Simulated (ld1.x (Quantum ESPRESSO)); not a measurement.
## platinum: one change to a PAW potential, before and after

* Element: platinum
* Generator: ld1.x (Quantum ESPRESSO) 7.5
* Type: PAW
* Functional: PBE
* Relativity: scalar-relativistic
* Frozen core: [Xe] 4f14
* Valence charge: 10
* Reference configuration: 5d9 6s0 6p0 (charge +1)
* Partial waves: 6s (bound, empty): rcut 1.85, rcutus 2.25 bohr; 6s channel at 1.55 Ry: rcut 1.85, rcutus 2.25 bohr; 6p (bound, empty): rcut 3.20, rcutus 3.60 bohr; 6p channel at 1.1 Ry: rcut 3.20, rcutus 3.60 bohr; 5d (bound): rcut 1.65, rcutus 2.30 bohr; 5d channel at 0.8 Ry: rcut 1.65, rcutus 2.30 bohr
* Local potential: all-electron potential smoothed inside 2.05 bohr (lloc = -1)
* Core correction: a·sin(br)/r model core, default radius (ld1.x builds one for every PAW set, though the input has nlcc=.false.)
* Augmentation charge: BESSEL, radius 1.50 bohr

All-electron outer shells of the reference configuration (PBE, scalar-relativistic, ld1.x):

```tsv
shell	level (eV)	outermost node (bohr)	outermost maximum (bohr)
5p	-64.30	0.53	0.98
5d	-14.30	0.57	1.26
6s	-12.88	1.14	2.30
6p	-6.66	1.35	3.10
```

Change: core correction a·sin(br)/r model core inside 1.98 bohr.

Cutoffs: the cutoffs (Ry, on a coarse ladder) from which the occupation-weighted sum of valence levels, in a spherical-Bessel basis at the reference potential, stays within 10 and 1 mRy of its value at 400 Ry; they do not see the model core or the augmentation charge, which bear on the density cutoff. Errors are all-electron minus pseudo energies relative to the spin-unpolarised reference configuration.

**Question.** How do hardness, ghosts and transferability respond?

**Answer.** The potential gets neither clearly harder nor softer (18 Ry and 35 Ry → 18 Ry and 35 Ry); of the 6 tests that both files solve, the error grows in 1 and shrinks in 2 by more than 15 % and 0.3 meV (median size 15.6 → 16.2 meV); neither file shows a bound ghost at the reference potential, the only one tested. The default core radius of the base comes out at 1.08 bohr. A wider model core is smoother and lowers the density cutoff, which this test does not measure.

```csv
quantity,base,changed
"cutoff, loose",18 Ry,18 Ry
"cutoff, tight",35 Ry,35 Ry
bound ghosts,none,none
"tests counted (converged, no solver errors)",6 of 7,6 of 7
"error for 5d9 6s1 6p0, meV [ΔE -9.19 eV]",+11,+3.3
"error for 5d8 6s0 6p0, meV [ΔE 19.97 eV]",-44,-41
"error for 5d7 6s0 6p0, meV [ΔE 52.18 eV]",-258,-234
"error for 5d8 6s1 6p0, meV [ΔE 1.97 eV]",-20,-22
"error for 5d10 6s0 6p0, meV [ΔE -9.21 eV]",-9.2,-11
"error for 5d9 6s0 6p1, meV [ΔE -4.15 eV]",+6.9,+4.7
s: phases at 3.90 bohr within 0.05 rad from the reference energy up to (Ry; the scan ends near 5),4.8,4.8
p: phases at 3.90 bohr within 0.05 rad from the reference energy up to (Ry; the scan ends near 5),1.6,1.6
d: phases at 3.90 bohr within 0.05 rad from the reference energy up to (Ry; the scan ends near 5),2.7,2.7
lowest overlap eigenvalue by channel,"s 0.51, p 0.38, d 0.16","s 0.51, p 0.38, d 0.16"
```

Base: Tests not counted: 5d6 6s0 6p0 (solver errors, printed error -306 eV). Changed file: Tests not counted: 5d6 6s0 6p0 (solver errors, printed error -306 eV).
